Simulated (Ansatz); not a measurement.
Molecule: SnO, charge 1, multiplicity 2. 
Structure (B3LYP-D3(BJ)/def2-TZVP (Ansatz, a program for electronic structure) minimum search):
```xyz
2

Sn     0.0000     0.0000    -0.2742
O      0.0000     0.0000     1.7136
```
Charge +1, spin multiplicity 2.

Total electronic energies in hartree. Valence correlation only, unless marked. Open shells are spin-unrestricted. No spin-orbit coupling. Frozen are the shells of the preceding noble gas and the d and f shells that filled before the atom's block. Past Kr the def2 sets carry scalar-relativistic core potentials. STO-3G rows are all-electron and non-relativistic. CBS marks a two-point X^-3 extrapolation of the correlation energy; Hartree-Fock from the larger set.

```
level                                        program  energy (Eh)
------------------------------------  --------------  -----------
HF/def2-QZVPP                                 Ansatz   -287.95647
RI-HF/def2-TZVPP                              Ansatz   -287.95083
RI-HF/def2-TZVPPD                             Ansatz   -287.95183
BLYP-D3(BJ)/def2-TZVPD                Ansatz + dftd3   -289.16483
r2SCAN-D4/def2-TZVPD                  Ansatz + dftd4   -289.24551
B97M-V/def2-TZVPD                             Ansatz   -289.18151
BHLYP-D3(BJ)/def2-TZVPD               Ansatz + dftd3   -289.10728
BHLYP/def2-TZVPD                              Ansatz   -289.10591
HSE06-D4/def2-TZVPD                   Ansatz + dftd4   -289.12464
LC-wPBE-D3(BJ)/def2-TZVPD             Ansatz + dftd3            …
wB97X-V/def2-TZVPD                            Ansatz            …
SCS-MP2/def2-TZVPP                            Ansatz   -288.19305
CCSD/STO-3G                                   Ansatz  -6036.99839
CCSD/CBS(def2-TZVPPD,def2-QZVPPD)             Ansatz    -288.2473
CCSD(T)/CBS(def2-TZVPPD,def2-QZVPPD)          Ansatz    -288.2595
```

Task: Complete the blanks.

Result: 
- LC-wPBE-D3(BJ)/def2-TZVPD, energy (Eh): -289.17480
- wB97X-V/def2-TZVPD, energy (Eh): -289.15319
